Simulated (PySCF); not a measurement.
F$_{4}$Se, charge -1, doublet, at a GFN2-xTB geometry (a state made from the parent by changing its charge; the spin is typed, not shown lowest) (in this run its highest filled SCF level lies above zero, so its values depend strongly on the basis, on diffuse functions most of all). Base run: PBE0/STO-3G (PySCF).

PySCF was given this input:
```python
from pyscf import gto, scf, dft

mol = gto.Mole()
mol.atom = '''
    Se   -0.000257    0.000685    0.132425
    F     1.147607    1.568263   -0.130961
    F     1.569159   -1.147982   -0.116094
    F    -1.147122   -1.569557   -0.119176
    F    -1.568674    1.146688   -0.134043
'''
mol.basis = 'sto-3g'
mol.charge = -1
mol.spin = 1
mol.verbose = 4
mol.build()

mf = dft.UKS(mol)
mf.xc = 'pbe0'
mf.kernel()
```

Each row names what was changed in the base input (with any setting that the change needs).

```json
[
 {"change": "base", "ΔE vs base (mEh)": "0.000", "grid points": "77472", "electrons on the grid": "70.99999", "outcome": "converged"},
 {"change": "grids.prune = dft.gen_grid.sg1_prune", "ΔE vs base (mEh)": "-", "grid points": "-", "electrons on the grid": "-", "outcome": "input refused"},
 {"change": "grids.radi_method = gauss_chebyshev", "ΔE vs base (mEh)": "-0.001", "grid points": "76872", "electrons on the grid": "70.99999", "outcome": "converged"},
 {"change": "grids.atom_grid = (150, 974)", "ΔE vs base (mEh)": "-0.032", "grid points": "390216", "electrons on the grid": "71.00000", "outcome": "converged"},
 {"change": "grids.atom_grid = (30, 110)", "ΔE vs base (mEh)": "3.075", "grid points": "12288", "electrons on the grid": "70.99765", "outcome": "converged"},
 {"change": "grids.atom_grid = (50, 194)", "ΔE vs base (mEh)": "-0.753", "grid points": "32528", "electrons on the grid": "71.00097", "outcome": "converged"},
 {"change": "grids.level = 0", "ΔE vs base (mEh)": "-41.344", "grid points": "6792", "electrons on the grid": "71.02668", "outcome": "converged"},
 {"change": "grids.prune = off", "ΔE vs base (mEh)": "0.002", "grid points": "129664", "electrons on the grid": "70.99998", "outcome": "converged"},
 {"change": "grids.level = 7", "ΔE vs base (mEh)": "-0.032", "grid points": "442632", "electrons on the grid": "71.00000", "outcome": "converged"},
 {"change": "grids.prune = dft.gen_grid.treutler_prune", "ΔE vs base (mEh)": "0.001", "grid points": "70408", "electrons on the grid": "70.99998", "outcome": "converged"},
 {"change": "grids.atom_grid = (99, 590)", "ΔE vs base (mEh)": "-0.031", "grid points": "156104", "electrons on the grid": "71.00000", "outcome": "converged"}
]
```

Open shells are given as the SCF converged; they aren't shown to be the lowest states, and a large step between rows can be another state.

- grids.prune = dft.gen_grid.sg1_prune: ended with `IndexError: index 34 is out of bounds for axis 0 with size 19`
